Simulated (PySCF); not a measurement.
Badger's rule along the third period: bonds to I

CCSD(T) in PySCF with x2c-SVPall on every atom, spin-free X2C, for the lowest determinant that a PBE0 search found; no spin–orbit coupling. Badger's rule says that Re = d + c·k^(−1/3) for bonds between atoms of fixed rows.

| molecule | state (unpaired electrons) | Re (Å) | k (mdyn/Å) |
| --- | --- | --- | --- |
| ICl | singlet (closed shell) | 2.401 | 2.02 |
| PI | triplet (π ↑↑) | 2.441 | ? |
| SiI | doublet (π ↑) | 2.474 | ? |
| AlI | singlet (closed shell) | 2.543 | ? |
| MgI | doublet (σ ↑) | 2.616 | ? |
| NaI | singlet (closed shell) | 2.740 | 0.768 |

Q: Fix c and d from ICl and NaI.

A: c = (2.74 − 2.401)/(0.768^(−1/3) − 2.02^(−1/3)) = 1.127, d = 2.401 − c·2.02^(−1/3) = 1.510 Å.

Q: Predict k of the others and set the computed values beside them.

A: 

| molecule | k by the rule | k computed | difference (%) |
| --- | --- | --- | --- |
| PI | 1.77 | 1.71 | 3 |
| SiI | 1.60 | 1.73 | -8 |
| AlI | 1.30 | 1.41 | -8 |
| MgI | 1.06 | 1.20 | -12 |

The rule misses by 8 % on average, well for two fitted constants.

Correlated steps freeze the inner cores (19 to 23 orbitals); shallow outer-core shells are correlated. Spin–orbit coupling is left out. States were picked by a PBE0 search and need not be the measured ground states.
